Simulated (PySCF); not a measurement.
Job file and geometry (Å, from GFN2-xTB) of an NMR shielding run on SMILES [SiH3]C[Si@H]([SiH3])O[SiH3], CH$_{12}$OSi$_{4}$, GIAO PBE0/pcSseg-1 NMR shielding, non-relativistic, gas phase (PySCF); density fitting, a coarse starting grid and PySCF grid level 2 are the driver's defaults:

```
$ OMP_NUM_THREADS=1 python probes_run.py task.json out

{"job": {"kind": "nmr", "xc": "PBE0", "basis": "pcSseg-1"}, "charge": 0, "multiplicity": 1}
Si     2.499472    -0.766039    -0.103975
C      1.316064     0.713543     0.016511
Si    -0.287890     0.597481    -1.007382
Si    -1.732052     2.353548    -0.626320
O     -1.108045    -0.744817    -0.577541
Si    -1.410260    -2.206008     0.040595
H      3.698584    -0.480410     0.695647
H      1.867245    -1.981925     0.411814
H      2.905425    -0.966259    -1.497881
H      1.848899     1.615549    -0.286898
H      1.054706     0.861317     1.066152
H      0.084772     0.343262    -2.410509
H     -1.060737     3.642712    -0.842686
H     -2.906108     2.366383    -1.506550
H     -2.265441     2.412035     0.742129
H     -1.046372    -2.173645     1.457378
H     -2.846801    -2.386163    -0.155479
H     -0.620220    -3.194247    -0.691420
```

Problem. Write the output of this run.

Solution. 
```
coarse grid: 16112 points
cycle   1  E = -1277.7387240257  dE =  1.634e-01  |g| = 8.054e-01  |ddm| = 3.754e+00
cycle   2  E = -1277.5303366718  dE =  2.084e-01  |g| = 1.306e+00  |ddm| = 1.862e+00
cycle   3  E = -1277.8549964804  dE = -3.247e-01  |g| = 1.132e-01  |ddm| = 1.398e+00
cycle   4  E = -1277.8571024364  dE = -2.106e-03  |g| = 5.362e-02  |ddm| = 1.419e-01
cycle   5  E = -1277.8578148968  dE = -7.125e-04  |g| = 9.774e-03  |ddm| = 5.375e-02
cycle   6  E = -1277.8578410752  dE = -2.618e-05  |g| = 1.450e-03  |ddm| = 1.468e-02
cycle   7  E = -1277.8578416192  dE = -5.440e-07  |g| = 3.947e-04  |ddm| = 2.352e-03
final grid: 134584 points
cycle   8  E = -1277.9000583163  dE = -1.185e-05  |g| = 7.973e-03  |ddm| = 1.776e-02
cycle   9  E = -1277.9000409798  dE =  1.734e-05  |g| = 1.238e-02  |ddm| = 1.508e-02
cycle  10  E = -1277.9000701246  dE = -2.914e-05  |g| = 6.610e-04  |ddm| = 9.721e-03
cycle  11  E = -1277.9000701982  dE = -7.362e-08  |g| = 2.268e-04  |ddm| = 7.740e-04
cycle  12  E = -1277.9000702112  dE = -1.298e-08  |g| = 3.336e-05  |ddm| = 2.419e-04
cycle  13  E = -1277.9000702115  dE = -2.829e-10  |g| = 5.893e-06  |ddm| = 4.646e-05
converged SCF energy = -1277.9000702115

GIAO shielding tensors (ppm)
atom      isotropic    diamagn.    paramagn.     s11        s22        s33       span
  0 Si     423.249     880.342    -457.094    395.484    407.977    466.285     70.801
  1 C      189.280     261.176     -71.897    172.725    193.160    201.953     29.228
  2 Si     353.637     880.770    -527.133    303.716    352.927    404.269    100.553
  3 Si     469.384     880.560    -411.176    453.839    468.144    486.169     32.330
  4 O      323.725     401.434     -77.709    233.392    353.657    384.125    150.733
  5 Si     391.893     880.578    -488.685    353.576    362.746    459.357    105.781
  6 H       27.461      28.801      -1.340     23.755     25.214     33.415      9.660
  7 H       27.559      30.586      -3.028     23.620     27.183     31.873      8.253
  8 H       27.658      29.388      -1.730     24.483     25.667     32.824      8.340
  9 H       32.160      32.206      -0.046     26.436     30.097     39.946     13.510
 10 H       31.383      35.277      -3.894     27.014     29.782     37.352     10.339
 11 H       26.036      30.123      -4.086     23.766     24.156     30.188      6.422
 12 H       28.576      29.104      -0.528     25.062     26.609     34.057      8.994
 13 H       28.223      28.758      -0.536     24.860     25.860     33.949      9.089
 14 H       28.273      29.824      -1.551     25.208     26.510     33.100      7.892
 15 H       26.616      31.223      -4.607     23.278     25.234     31.338      8.060
 16 H       26.621      29.115      -2.493     22.732     25.002     32.130      9.398
 17 H       26.584      29.908      -3.324     23.190     25.191     31.371      8.180
```

Problem. Turn these shieldings into chemical shifts. δ = σ(ref) − σ, references computed at the same level: TMS for $^{29}$Si (349.16 ppm), $^{13}$C (186.93 ppm), $^{1}$H (31.72 ppm); $^{17}$O (336.08 ppm) vs H2O.

Solution. Averaging equivalent atoms: Si 2: -4.5; Si 5: -42.7; Si 0: -74.1; Si 3: -120.2; C 1: -2.4; O 4: 12.4; H 11: 5.68; H 15/16/17: 5.11; H 6/7/8: 4.16; H 12/13/14: 3.36; H 10: 0.33; H 9: -0.44 ppm. Experimental scales use liquid or dissolved standards, which lie at an offset from isolated H2O (liquid H2O: subtract about 36 ppm).

Size and cost of the density-fitted run: 190 basis functions, 40 s wall time on 1 thread of an Intel Xeon Platinum 8259CL, shared host; peak memory 0.9 GiB.
